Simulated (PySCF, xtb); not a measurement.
Ga(F)(Cl)(vinyl) (C2H3ClFGa), SMILES [F][Ga]([Cl])[CH]=C.

GFN2-xTB run with xtb at its own geometry gives an orbital gap of 4.10 eV and a dipole moment of 4.31 D.

Coordinates come from a ωB97X-D3(BJ)/def2-SVP optimisation. The structure was generated by enumeration; whether it is a known compound was not checked. Other conformers were not sampled.

Task: What does PBE/def2-TZVP (PySCF) give? (The exact figures need the calculation; the answer reports its results.)

Result: gap 4.95 eV (levels -7.63 and -2.68 eV), dipole 3.23 D.
